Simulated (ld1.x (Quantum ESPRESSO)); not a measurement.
**An all-electron radial function and its pseudo partner (lead (Pb))**

Columns: radius, all-electron u(r) and pseudo u(r) of the 6s shell (level -12.32 eV) of lead in the configuration [Xe] 4f14 5d10 6s2 6p2; LDA (PZ), scalar-relativistic, ultrasoft scheme, ld1.x (Quantum ESPRESSO) 7.5.

```tsv
r (bohr)	all-electron	pseudo
0.143	0.1627	-0.0732
0.285	-0.2419	-0.1461
0.428	-0.0234	-0.2196
0.570	0.2973	-0.2926
0.713	0.3743	-0.3656
0.855	0.2461	-0.4367
0.998	0.0250	-0.5055
1.140	-0.2043	-0.5695
1.283	-0.4032	-0.6278
1.425	-0.5546	-0.6776
1.568	-0.6602	-0.7176
1.710	-0.7243	-0.7457
1.853	-0.7556	-0.7607
1.995	-0.7611	-0.7615
2.138	-0.7477	-0.7477
2.280	-0.7211	-0.7211
2.423	-0.6853	-0.6853
2.565	-0.6441	-0.6441
2.708	-0.5997	-0.5997
2.850	-0.5545	-0.5545
2.992	-0.5095	-0.5095
3.135	-0.4655	-0.4655
3.278	-0.4235	-0.4235
3.420	-0.3840	-0.3840
3.563	-0.3468	-0.3468
3.705	-0.3126	-0.3126
```

Question: How many radial nodes do the two functions have?

Answer: The all-electron 6s function has n − l − 1 = 5 (the table is too coarse to show those close to the nucleus); the pseudo-wave has 0, since the states of the same l below it are removed with the core.

Question: At about which radius was the pseudo-wave matched?

Answer: 2.10 bohr, where the columns begin to agree (steps of 0.14 bohr).

Question: Where does each function peak?

Answer: Outermost all-electron maximum near 2.00 bohr, pseudo maximum near 2.00 bohr (to the table’s step).

Question: Is the pseudo-wave norm-conserving?

Answer: No, it belongs to an ultrasoft set: the norm inside the radius is not constrained, and the difference is carried by the augmentation charge.
